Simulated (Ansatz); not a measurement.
```yaml
crystal:
  periodic: [false, false, false]
  atoms:
    - {symbol: C, position_ang: [-2.661795, -2.004519, 0.811622]}
    - {symbol: Ga, position_ang: [-0.072260, -0.089332, -0.953764]}
    - {symbol: C, position_ang: [3.311907, -1.125119, -1.793546]}
    - {symbol: F, position_ang: [-1.578078, 1.992408, -3.024211]}
    - {symbol: S, position_ang: [0.624535, 3.854654, 2.774413]}
    - {symbol: H, position_ang: [-2.033962, -3.093931, 3.071094]}
    - {symbol: H, position_ang: [-4.302551, -1.175353, 1.448550]}
    - {symbol: H, position_ang: [-3.240319, -3.989147, -0.068190]}
    - {symbol: H, position_ang: [3.504532, -2.291540, -3.318107]}
    - {symbol: H, position_ang: [4.624870, -1.512075, -0.335816]}
    - {symbol: H, position_ang: [4.473089, 0.840012, -2.403650]}
    - {symbol: H, position_ang: [-0.061417, 5.106781, 0.081915]}
    - {symbol: H, position_ang: [-1.858499, 3.808686, 3.442827]}
basis:
  gaussian: {orbitals: "6-31G*"}
hamiltonian: {xc: {name: revPBE0}, dispersion: d3bjatm}
output: {forces: true}
```

```sh
$ ansatz run in.yaml --threads 8 --pin off --events-out ev --progress --plain --max-ram 18278MiB
```

Shortened log:

```
Functional definition: revPBE0
1157 factors; integrals over basis functions are off by at most 4.0e-4 eV
mean field evaluation 1: about -68061.2096 eV, gradient 6.3e1 eV
mean field evaluation 2: about -67530.7348 eV, gradient 2.1e2 eV
mean field evaluation 4: about -67783.3243 eV, gradient 1.6e2 eV
mean field evaluation 8: about -68077.5353 eV, gradient 9.9e-1 eV
mean field evaluation 16: about -68077.5960 eV, gradient 2.7e-1 eV
mean field evaluation 32: about -68077.5969 eV, gradient 1.1e-4 eV
mean field evaluation 192: about -68077.4635 eV, gradient 1.7e-4 eV
mean field -68077.59691252 eV, -2501.8055418827 hartree, gradient 2.2e-6 eV, S^2 0.000000; 10 other end points of the search recorded, 0 dependent functions left out
reference -68077.59698773 eV, -2501.8055446465 hartree; 38, 38 occupied and 77, 77 virtual orbitals, 1157 factors
Total energy: -68077.97477754 eV, -2501.8194281658 hartree
Atom 0 at    -2.661795    -2.004519     0.811622 Å, force    -2.929872    -1.341724     1.313198 eV/Å
Atom 1 at    -0.072260    -0.089332    -0.953764 Å, force    -0.382403     0.480063    -0.661340 eV/Å
Atom 2 at     3.311907    -1.125119    -1.793546 Å, force     3.142642    -0.500406    -0.689251 eV/Å
Atom 3 at    -1.578078     1.992408    -3.024211 Å, force     0.581571    -0.776515     0.804814 eV/Å
Atom 4 at     0.624535     3.854654     2.774413 Å, force    -2.898312     0.589566    -0.833035 eV/Å
Atom 5 at    -2.033962    -3.093931     3.071094 Å, force    -0.196217     0.692879    -1.173982 eV/Å
Atom 6 at    -4.302551    -1.175353     1.448550 Å, force     2.891488    -1.586608    -1.290855 eV/Å
Atom 7 at    -3.240319    -3.989147    -0.068190 Å, force     0.540399     2.475678     0.927265 eV/Å
Atom 8 at     3.504532    -2.291540    -3.318107 Å, force    -0.240615     1.923280     2.830302 eV/Å
Atom 9 at     4.624870    -1.512075    -0.335816 Å, force    -2.212158     0.328944    -2.468316 eV/Å
Atom 10 at     4.473089     0.840012    -2.403650 Å, force    -1.182332    -1.634093     0.466511 eV/Å
Atom 11 at    -0.061417     5.106781     0.081915 Å, force     0.361712    -0.698673     1.466589 eV/Å
Atom 12 at    -1.858499     3.808686     3.442827 Å, force     2.524097     0.047611    -0.691898 eV/Å
Dipole moment:     0.372414    -0.341068     0.544120 e Å
```

In this input the coordinates are in bohr but typed as ångström. The calculation finished and met its thresholds. The result belongs to that input, not to the molecule as meant.
